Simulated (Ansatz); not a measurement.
Ideal-gas functions of AlBr2HS (`[SH][Al]([Br])[Br]`) at 600 K and 1 bar, from an Ansatz frequency run at PBE0-D4/def2-TZVP.

Molar mass 219.86 g/mol, point group Cs (symmetry number 1), electronic degeneracy 1, moments of inertia 301.171, 603.2, 904.371 u Å². Harmonic wavenumbers (cm⁻¹, unscaled): 96, 104, 174, 268, 271, 490, 563, 679, 2705.

Use S(trans) = R[1.5 ln M + 2.5 ln T − 1.1517]; rotational temperatures θ = 24.2544 K / I; S(rot) = R[ln(√π/σ · √(T³/θAθBθC)) + 1.5]; for each mode x = 1.438777 ν̃/T, S = R[x/(eˣ − 1) − ln(1 − e⁻ˣ)] and H = RT x/(eˣ − 1); 1 cm⁻¹ = 0.0119627 kJ/mol; R = 8.31446 J/(mol·K).

Problem. By hand: the entropy, in J/(mol·K).

Solution. Translation 190.7. Rotation: θ = 0.0805, 0.0402, 0.0268 K, giving 135.9. Vibration, mode by mode: 20.54, 19.88, 15.64, 12.13, 12.04, 7.44, 6.42, 5.12, 0.09, in all 99.3. Electronic 0.0. Sum 425.9 J/(mol·K).

Problem. By hand: H − E and G − E in kJ/mol, counted from the electronic energy.

Solution. Zero-point energy ½ × 5350 × 0.0119627 = 32.0; thermal vibration 27.0; translation, rotation and pV give 4 RT = 20.0. H − E = 79.0 kJ/mol, and G − E = 79.0 − 600 × 425.9/1000 = -176.5 kJ/mol.

Vibration gives 23 % of the entropy, 40.4 J/(mol·K) of it from the modes under 150 cm⁻¹: soft modes count most, and the harmonic formula is weakest for them. The sum counts one conformer and one mirror image; others add a mixing term.
